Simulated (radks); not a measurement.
Results of a calculation; reference values are marked as such.
Question: Species: the caesium ion Cs6+. Configuration: [Kr] 4d10 5s2 5p1 (the NIST ground configuration). Level of theory: scalar-relativistic Kohn-Sham, r2SCAN, spin-polarised, spherical densities, finite nucleus; open shells are filled with parallel spins first (spin-orbit coupling, left out, can overturn this in heavy ions); meta-GGA in the generalised Kohn-Sham scheme; Fermi nuclear charge, rms radius 4.8041 fm (a radial shooting solver on a logarithmic mesh with Libxc functionals). Some entries of the table are withheld. Estimate them.

orbital,occ.,eigenvalue (eV),<1/r> (bohr^-1),<r^2> (bohr^2)
1s up,1,-35934.85,59.39,0.0009254
1s down,1,-35934.74,59.39,0.0009254
2s up,1,-5717.775,13.66,0.01483
2s down,1,-5717.759,13.66,0.01483
2p up,3,-5133.772,13.00,0.01178
2p down,3,-5133.703,13.00,0.01178
3s up,1,-1254.417,4.934,0.1017
3s down,1,-1254.365,4.934,0.1017
3p up,3,-1065.292,4.677,0.1020
3p down,3,-1065.220,4.677,0.1020
3d up,5,-788.0802,4.424,0.08831
3d down,5,-788.0031,4.424,0.08831
4s up,1,-298.3975,2.015,0.5430
4s down,1,-298.2256,2.014,0.5433
4p up,3,-237.4389,1.856,0.6175
4p down,3,-237.2795,1.856,0.6172
4d up,5,-148.1746,(1),0.7926
4d down,5,-147.9433,(2),0.7880
5s up,1,-92.5492,0.8321,2.799
5s down,1,-90.6166,0.8400,2.770
5p up,1,-75.7327,0.7475,3.408
5p down,0,-73.5821,0.7552,3.350

Answer: 
(1) 4d up <1/r> (bohr^-1): 1.597
(2) 4d down <1/r> (bohr^-1): 1.600
